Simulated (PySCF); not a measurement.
Several species in one continuum solvent.

Level: PBE0/pcSseg-1 in PySCF, non-relativistic, each on one gas-phase PBE0-D3(BJ)/def2-SVP geometry that isn't relaxed in the solvent. The solvent is an IEF-PCM continuum (cavity from Bondi-type radii × 1.2). The model holds no explicit solvent molecules, cavitation or dispersion.

Question: Order them by E(solvent) − E(gas) in dichloromethane (ε = 8.93), most negative first (kcal/mol).
A. `O=C(C(F)(F)F)C(F)(F)F`
B. `O=C1C[C@@H]2C[C@@H](F)[C@H]1C2`
C. `[CH:1]#[C:2][C@@H:3]1[CH2:4][CH2:5][C@:6]1([F:7])[O:8][CH3:9]` with C5–C6–O8–C9 -174°, C2–C3–C4–C5 -101°, C3–C4–C5–C6 -16°, C4–C5–C6–F7 -93°, C2–C3–C6–C5 100°
D. `[CH2:1]=[C:2]1[C:3](=[CH2:4])[C@H:5]([F:6])[C@@H:7]1[O:8][CH3:9]` with C5–C7–O8–C9 79°

Answer: B (-5.6), D (-5.0), C (-4.5), A (-2.1).

| SMILES | charge | ΔE (kcal/mol) | polarisation term (kcal/mol) | HOMO shift (eV) | dipole gas (D) | dipole solvent (D) | atoms |
| --- | --- | --- | --- | --- | --- | --- | --- |
| O=C1C[C@@H]2C[C@@H](F)[C@H]1C2 | 0 | -5.6 | -6.3 | -0.03 | 2.81 | 3.50 | 18 |
| C=C1C(=C)[C@H](F)[C@@H]1OC | 0 | -5.0 | -5.6 | 0.00 | 1.81 | 2.32 | 18 |
| C#C[C@@H]1CC[C@]1(F)OC | 0 | -4.5 | -4.9 | -0.07 | 0.90 | 1.05 | 18 |
| O=C(C(F)(F)F)C(F)(F)F | 0 | -2.1 | -2.2 | +0.12 | 0.52 | 0.63 | 10 |

The polarisation term is half the interaction of the solute with the induced surface charges.
